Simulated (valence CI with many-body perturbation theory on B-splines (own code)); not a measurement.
**Which ion has this spectrum?**

A relativistic CI+MBPT calculation for an atom or ion with 31 electrons gives these levels (cm⁻¹):

| J | Parity | E | g |
| --- | --- | --- | --- |
| 1/2 | odd | 0.0 | 0.67 |
| 3/2 | odd | 814 | 1.33 |
| 1/2 | even | 24730 | 2.00 |
| 1/2 | odd | 32912 | 0.67 |
| 3/2 | odd | 33022 | 1.33 |
| 3/2 | even | 34579 | 0.80 |
| 5/2 | even | 34585 | 1.20 |
| 1/2 | even | 37406 | 2.00 |
| 1/2 | even | 37498 | 2.67 |
| 3/2 | even | 37860 | 1.73 |
| 5/2 | even | 38425 | 1.60 |
| 1/2 | odd | 40180 | 0.67 |
| 3/2 | odd | 40220 | 1.33 |
| 3/2 | even | 40610 | 0.80 |

The energies are calculated, with errors of about 130 cm⁻¹, more in some levels.

(1) Which is it?
A. Se3+
B. Ge+
C. Ga
D. As2+

Results:

(1) C. Ga, ground level 4s2.4p 2P°_1/2.
